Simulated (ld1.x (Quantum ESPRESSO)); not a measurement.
## Before and after: TM potential for thallium

```json
{
  "Element": "thallium",
  "Generator": "ld1.x (Quantum ESPRESSO) 7.5",
  "Type": "norm-conserving Troullier–Martins (Kleinman–Bylander form)",
  "Functional": "PBE",
  "Relativity": "scalar-relativistic",
  "Frozen core": "[Xe] 4f14",
  "Valence charge": "13",
  "Reference configuration": "5d10 6s2 6p1",
  "Partial waves": "6s (bound): rc 1.95 bohr; 6p (bound): rc 2.70 bohr; 5d (bound): rc 1.80 bohr",
  "Local potential": "all-electron potential smoothed inside 1.50 bohr (lloc = -2)",
  "Core correction": "a·sin(br)/r model core inside 1.40 bohr"
}
```

Change: wave 6p (bound): rc 2.70 bohr becomes 6p (bound): rc 2.10 bohr.

Cutoffs: the cutoffs (Ry, on a coarse ladder) from which the occupation-weighted sum of valence levels, in a spherical-Bessel basis at the reference potential, stays within 10 and 1 mRy of its value at 400 Ry; they do not see the model core or the augmentation charge, which bear on the density cutoff. Errors are all-electron minus pseudo energies relative to the spin-unpolarised reference configuration.

Predict the effect on cutoff, ghosts and configuration errors.

The potential gets neither clearly harder nor softer (50 Ry and 80 Ry → 50 Ry and 80 Ry); both files keep a bound ghost (s); of the 7 tests that both files solve, the error grows in 0 and shrinks in 3 by more than 15 % and 0.3 meV (median size 29.9 → 4.3 meV). Less of the atom is replaced, so other configurations are described better.

| quantity | base | changed |
| --- | --- | --- |
| cutoff, loose | 50 Ry | 50 Ry |
| cutoff, tight | 80 Ry | 80 Ry |
| bound ghosts | s | s |
| error for 5d10 6s2 6p0, meV [ΔE 5.17 eV] | -5.1 | -4.3 |
| error for 5d10 6s1 6p0, meV [ΔE 25.95 eV] | -30 | -29 |
| error for 5d10 6s0 6p0, meV [ΔE 56.09 eV] | -80 | -80 |
| error for 5d10 6s2 6p0.5, meV [ΔE 1.85 eV] | -1.0 | -0.8 |
| error for 5d10 6s2 6p1.3, meV [ΔE -0.49 eV] | +0.2 | +0.3 |
| error for 5d9 6s2 6p2, meV [ΔE 14.72 eV] | -91 | -31 |
| error for 5d9 6s2 6p1, meV [ΔE 21.24 eV] | -55 | +3.0 |

 A true bound ghost makes a file unfit for plane-wave use even where its test errors are small: the radial tests pick states by their node count and pass the ghost by.
